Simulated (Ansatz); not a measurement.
Reaction (substitution at a C–C bond): `O=C/C=[CH]/[AlH2]` + `O[SiH2]F` → `O=CO[SiH2]F` + `C=[CH][AlH2]`

Isolated molecules relaxed with PBE0-D4/def2-TZVP in Ansatz; ΔE leaves out vibrations. CCSD(T)/CBS is the MP2 limit (def2-TZVPP, def2-QZVPP) plus CCSD(T) − MP2 in def2-TZVPP, frozen cores. Functionals use def2-TZVPP. B3LYP here is the variant with VWN-RPA as its local correlation; programs differ in this. HSE06 is defined as in plane-wave codes. One conformer a species, not always the lowest.

| level | ΔE (kJ/mol) | difference from CCSD(T)/CBS |
| --- | --- | --- |
| LDA (SPW92) | -19.5 | -6.9 |
| PBE-D4 | -16.9 | -4.3 |
| revPBE-D4 | -16.1 | -3.5 |
| BLYP-D4 | -17.3 | -4.7 |
| PBE0-D4 | -17.0 | -4.4 |
| B3LYP-D4 | -17.6 | -5.0 |
| r2SCANh-D4 | -19.1 | -6.5 |
| HSE06-D4 | -16.8 | -4.2 |
| BHLYP-D4 | -19.5 | -6.9 |
| CAM-B3LYP-D4 | -19.7 | -7.1 |
| ωB97X-V | -21.0 | -8.4 |
| ωB97M-V | -19.2 | -6.6 |
| B2PLYP | -16.5 | -3.9 |
| PBE-QIDH | -16.8 | -4.2 |
| PBE | -16.4 | -3.8 |
| revPBE | -15.6 | -3.0 |
| BLYP | -16.4 | -3.8 |
| r2SCAN | -19.2 | -6.6 |
| PBE0 | -16.6 | -4.0 |
| r2SCANh | -19.1 | -6.5 |
| r2SCAN0 | -19.1 | -6.5 |
| HSE06 | -16.5 | -3.9 |
| BHLYP | -18.6 | -6.0 |
| CAM-B3LYP | -19.3 | -6.7 |
| LC-ωPBE | -19.5 | -6.9 |
| RPA@PBE/def2-TZVPP | -17.4 | -4.8 |
| HF/def2-SVP | -32.9 | -20.3 |
| MP2/def2-SVP | -25.0 | -12.4 |
| CCSD/def2-SVP | -26.8 | -14.2 |
| CCSD(T)/def2-SVP | -26.9 | -14.3 |
| HF/def2-TZVPP | -25.4 | -12.8 |
| MP2/def2-TZVPP | -13.1 | -0.5 |
| SCS-MP2/def2-TZVPP | -14.6 | -2.0 |
| CCSD/def2-TZVPP | -16.4 | -3.8 |
| CCSD(T)/def2-TZVPP | -15.7 | -3.1 |
| HF/def2-QZVPP | -25.5 | -12.9 |
| MP2/def2-QZVPP | -11.4 | 1.2 |
| SCS-MP2/def2-QZVPP | -12.7 | -0.1 |
| HF/CBS(def2) | -25.5 | -12.9 |
| MP2/CBS(def2) | -10.0 | 2.6 |
| CCSD(T)/CBS | -12.6 | 0 |

Largest T1 diagnostic among the species: 0.015.

In def2-TZVPP, CCSD(T) changes the Hartree–Fock value by +9.7 kJ/mol (the triples alone add +0.7 kJ/mol) and MP2 by +12.2 kJ/mol. At CCSD(T), def2-SVP lies −14.3 kJ/mol from the extrapolated value and def2-TZVPP −3.1 kJ/mol.
